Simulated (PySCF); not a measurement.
Orbital picture of TlBr

r²SCAN at R = 2.638 Å; PySCF, spin-free X2C with a Gaussian nucleus, basis sets Tl x2c-TZVPPall, Br x2c-TZVPPall. State: singlet, closed shell. Only the outer orbitals are listed, counted within each symmetry.

```json
{"orbital": "21σ", "occ.": "2", "ε (eV)": "-10.59", "on Tl (%)": "82", "main shells (%)": "82 Tl s, 16 Br p"}
{"orbital": "12π", "occ.": "2", "ε (eV)": "-6.53", "on Tl (%)": "5", "main shells (%)": "95 Br p"}
{"orbital": "12π", "occ.": "2", "ε (eV)": "-6.53", "on Tl (%)": "5", "main shells (%)": "95 Br p"}
{"orbital": "22σ", "occ.": "2", "ε (eV)": "-6.49", "on Tl (%)": "32", "main shells (%)": "68 Br p, 17 Tl p, 14 Tl s"}
{"orbital": "13π", "occ.": "0", "ε (eV)": "-2.19", "on Tl (%)": "96", "main shells (%)": "95 Tl p"}
{"orbital": "13π", "occ.": "0", "ε (eV)": "-2.19", "on Tl (%)": "96", "main shells (%)": "95 Tl p"}
{"orbital": "23σ", "occ.": "0", "ε (eV)": "-0.28", "on Tl (%)": "89", "main shells (%)": "82 Tl p, 10 Br p"}
```

Question: Which are the highest filled and the lowest empty level, where do they sit, and how wide is the gap?

Answer: Highest filled 22σ at -6.49 eV (in %: 68 Br p, 17 Tl p, 14 Tl s); lowest empty 13π at -2.19 eV (in %: 95 Tl p); the gap at r²SCAN is 4.30 eV.

| Quantity | Value |
| --- | --- |
| bond order (Mayer) | 0.94 |
| ⟨S²⟩ | 0.000 |
| charge on Tl (Mulliken, basis-dependent) | 0.46 |
| charge on Tl (Löwdin, basis-dependent) | 0.18 |
| dipole moment (positive dipole means Tl(−)Br(+)) | -4.39 D |

These are scalar-relativistic numbers at best; spin–orbit coupling would shift them, the dissociation energy most.
